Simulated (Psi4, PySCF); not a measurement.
C3H4N3 (SMILES c1nc[nH+]cn1), charge +1, singlet, at a GFN2-xTB geometry, atoms displaced at random by about 0.03 Å a coordinate. Base run: TPSS/6-31G, gradient run with PySCF.

Input for PySCF:
```python
from pyscf import gto, scf, dft

mol = gto.Mole()
mol.atom = '''
    C     1.322839   -0.009347    0.054679
    N     0.707213   -1.168658   -0.013784
    C    -0.597753   -1.187936    0.003089
    N    -1.321113    0.022576   -0.012620
    C    -0.568649    1.131797    0.035037
    N     0.754482    1.141657   -0.043996
    H     2.502358   -0.044786    0.086911
    H    -1.123407   -2.099055   -0.093443
    H    -2.250078    0.022497   -0.084390
    H    -1.074486    2.123034   -0.008738
'''
mol.basis = '6-31g'
mol.charge = 1
mol.spin = 0
mol.verbose = 4
mol.build()

mf = dft.RKS(mol)
mf.xc = 'tpss'
mf.kernel()
g = mf.nuc_grad_method()
grad = g.kernel()
```

Programs used: Psi4, PySCF; a row that names a program was run with it.

The coordinate followed is z of atom 1.

The base run was repeated with changes; each row names its change, and settings that it needs were set with it.

```csv
change,dE/dx (Eh/bohr),net force (Eh/bohr)
base,0.009813,0.000069
grids.level = 0; grid_response = on,0.009659,0.000000
conv_tol = 1e-6,0.009802,0.000069
grids.level = 1; grid_response = on,0.009817,0.000000
grids.level = 5; grid_response = off,0.009823,0.000005
finite difference step (bohr) = 0.01; conv_tol = 1e-11,0.009809,-
grids.level = 0; grid_response = off,0.010704,0.016779
code = psi4,0.009815,0.000055
grid_response = on,0.009808,0.000000
conv_tol = 1e-4,0.009889,0.000069
grids.level = 5; grid_response = on,0.009823,0.000000
grids.level = 1; grid_response = off,0.009760,0.000427
```

The net force is zero for an exact gradient.
